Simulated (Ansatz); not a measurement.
HgS₂⁻, relaxed as a quartet with UKS PBE-D4/def2-TZVPD in Ansatz, starting from the PBE-D4/def2-TZVPD geometry of the charge -1 doublet. Force threshold 0.02 eV/Å.

In the def2 sets Hg takes a core potential; there is no spin–orbit coupling. At PBE-D4/def2-TZVPD a doublet of charge -1 lies 2.27 eV below the quartet, each at its own geometry. The structure comes from a short search, and lower isomers may exist.

Start:

```xyz
3

Hg    0.0000    0.0000    0.0000
S     1.7452   -1.3161   -0.7071
S    -1.7452    1.3161    0.7071
```

```json
{"step": "1", "energy (eV)": "-25839.1464", "largest force component (eV/Å)": "1.872", "SCF passes": "17"}
{"step": "2", "energy (eV)": "-25839.6572", "largest force component (eV/Å)": "0.745", "SCF passes": "25"}
{"step": "3", "energy (eV)": "-25839.8087", "largest force component (eV/Å)": "0.129", "SCF passes": "27"}
{"step": "4", "energy (eV)": "-25839.8156", "largest force component (eV/Å)": "0.017", "SCF passes": "24"}
{"step": "5", "energy (eV)": "-25839.8158", "largest force component (eV/Å)": "0.002", "SCF passes": "23"}
{"step": "6", "energy (eV)": "-25839.8158", "largest force component (eV/Å)": "0.001", "SCF passes": "18"}
{"step": "7", "energy (eV)": "-25839.8158", "largest force component (eV/Å)": "0.005", "SCF passes": "25"}
{"step": "8", "energy (eV)": "-25839.8378", "largest force component (eV/Å)": "0.120", "SCF passes": "117"}
{"step": "9", "energy (eV)": "-25839.8549", "largest force component (eV/Å)": "0.061", "SCF passes": "199"}
{"step": "10", "energy (eV)": "-25839.8599", "largest force component (eV/Å)": "0.152", "SCF passes": "39"}
{"step": "11", "energy (eV)": "-25839.8918", "largest force component (eV/Å)": "0.141", "SCF passes": "44"}
{"step": "12", "energy (eV)": "-25839.8974", "largest force component (eV/Å)": "0.069", "SCF passes": "34"}
{"step": "13", "energy (eV)": "-25839.9203", "largest force component (eV/Å)": "0.033", "SCF passes": "44"}
{"step": "14", "energy (eV)": "-25839.9207", "largest force component (eV/Å)": "0.031", "SCF passes": "36"}
{"step": "15", "energy (eV)": "-25839.9311", "largest force component (eV/Å)": "0.074", "SCF passes": "47"}
{"step": "16", "energy (eV)": "-25839.9551", "largest force component (eV/Å)": "0.069", "SCF passes": "53"}
{"step": "17", "energy (eV)": "-25840.0016", "largest force component (eV/Å)": "0.118", "SCF passes": "31"}
{"step": "18", "energy (eV)": "-25840.0842", "largest force component (eV/Å)": "0.193", "SCF passes": "29"}
{"step": "19", "energy (eV)": "-25840.1534", "largest force component (eV/Å)": "0.070", "SCF passes": "27"}
{"step": "20", "energy (eV)": "-25840.1540", "largest force component (eV/Å)": "0.056", "SCF passes": "23"}
{"step": "21", "energy (eV)": "-25840.1544", "largest force component (eV/Å)": "0.002", "SCF passes": "22"}
```

Force components are those of the run's own axes.

End:

Cartesian coordinates in Å:
```
Hg 0.7914 0.4339 1.1455
S 0.6828 -1.0303 -1.0098
S -1.4742 0.5964 -0.1357
```

By distances, no bond broke or formed. The bond that changes most is Hg1–S2, from 2.30 to 2.61 Å (atoms count from 1).

The force fell under the threshold at step 4, but the optimiser went on and released 0.339 eV more. No frequencies were taken in this run, so the end may be a saddle point.

It took 56 s on 4 threads of Arm Neoverse V1 on a shared host.
